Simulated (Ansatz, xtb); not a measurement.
C4H4BBrO: which of two isomers lies lower

Structure a: `OC1=CB(Br)C=C1`, a singlet. Structure b: `OB1C=CC=C1Br`, a singlet. Both are isolated molecules in the gas phase, relaxed with B3LYP/def2-SVP; the shapes shown needn't be the lowest conformers.

a (Å):

```yaml
atoms:
  - { symbol: C, position_ang: [0.0704, -0.5716, 0.0803] }
  - { symbol: C, position_ang: [-0.4799, -0.0516, 1.2128] }
  - { symbol: C, position_ang: [0.2750, 1.7150, -0.4288] }
  - { symbol: C, position_ang: [0.5245, 0.4865, -0.9068] }
  - { symbol: B, position_ang: [-0.4050, 1.4630, 1.0020] }
  - { symbol: Br, position_ang: [-0.9960, 2.8514, 2.1875] }
  - { symbol: O, position_ang: [0.2238, -1.8709, -0.1949] }
  - { symbol: H, position_ang: [0.6396, -1.9846, -1.0611] }
  - { symbol: H, position_ang: [-0.8611, -0.6592, 2.0316] }
  - { symbol: H, position_ang: [0.5093, 2.6435, -0.9518] }
  - { symbol: H, position_ang: [0.9876, 0.2224, -1.8654] }
```

b (Å):

```json
{"atom": "C", "x (Å)": "0.6831", "y (Å)": "0.0934", "z (Å)": "1.3338"}
{"atom": "C", "x (Å)": "0.3350", "y (Å)": "1.3914", "z (Å)": "1.2018"}
{"atom": "C", "x (Å)": "-0.3444", "y (Å)": "1.6983", "z (Å)": "-0.1090"}
{"atom": "C", "x (Å)": "-0.4442", "y (Å)": "0.5815", "z (Å)": "-0.8513"}
{"atom": "B", "x (Å)": "0.2133", "y (Å)": "-0.6043", "z (Å)": "-0.0033"}
{"atom": "Br", "x (Å)": "-1.2129", "y (Å)": "0.4237", "z (Å)": "-2.5731"}
{"atom": "O", "x (Å)": "0.3334", "y (Å)": "-1.8935", "z (Å)": "-0.3563"}
{"atom": "H", "x (Å)": "-0.0353", "y (Å)": "-2.0781", "z (Å)": "-1.2340"}
{"atom": "H", "x (Å)": "1.1836", "y (Å)": "-0.3148", "z (Å)": "2.2132"}
{"atom": "H", "x (Å)": "0.5048", "y (Å)": "2.1824", "z (Å)": "1.9397"}
{"atom": "H", "x (Å)": "-0.6906", "y (Å)": "2.6998", "z (Å)": "-0.3770"}
```

Q: Estimate which is lower in electronic energy at CCSD(T)/def2-SVP + ΔMP2/def2-TZVPP, and by roughly how much.

A: The CCSD(T)/def2-SVP + ΔMP2/def2-TZVPP calculation puts structure b lower, by 11.6 kcal/mol.

The same difference at several levels:

| level | geometry | E(b) − E(a) (kcal/mol) | departure from the last row (kcal/mol) | job, with rough time for the two |
| --- | --- | --- | --- | --- |
| GFN2-xTB | GFN2-xTB | −2.3 | +9.2 | optimisation, 0.22 s |
| HF/STO-3G | GFN2-xTB | −12.1 | −0.5 | single point, 0.48 s |
| r2SCAN-D4/def2-SVP | GFN2-xTB | −7.8 | +3.7 | single point, 3.1 s |
| B3LYP/def2-SVP | B3LYP/def2-SVP | −10.0 | +1.6 | optimisation, 34 s |
| HF/def2-SVP | B3LYP/def2-SVP | −9.4 | +2.2 | part of the CCSD(T) run |
| MP2/def2-SVP | B3LYP/def2-SVP | −11.0 | +0.6 | part of the CCSD(T) run |
| CCSD(T)/def2-SVP | B3LYP/def2-SVP | −11.3 | +0.3 | single point |
| CCSD(T)/def2-SVP + ΔMP2/def2-TZVPP | B3LYP/def2-SVP | −11.6 |  | single point, 62 s |

As drawn, b has 1 B–O, 1 C–Br in place of 1 C–O, 1 B–Br.

The levels shown agree on the order. The largest departure from CCSD(T)/def2-SVP + ΔMP2/def2-TZVPP is that of GFN2-xTB, 9.2 kcal/mol. The last row adds to CCSD(T) the change of the MP2 difference between the two basis sets, here −0.3 kcal/mol.

With thermal terms from frequencies at re-optimised GFN2-xTB minima (ideal gas, soft modes damped towards free rotors, one conformer each, 298.15 K, 1 atm): on the last row, ΔE + ΔZPE = −11.7, ΔH = −11.6, ΔG = −11.7 kcal/mol.

The correlated steps freeze 15 core orbitals; the filled d shell of Br is correlated, in a basis made for valence electrons. Codes used: Ansatz 0.2.0, xtb 6.7.1; the last row on 2 threads of AMD EPYC 9R45 96-Core Processor (Zen 5) on a shared host.
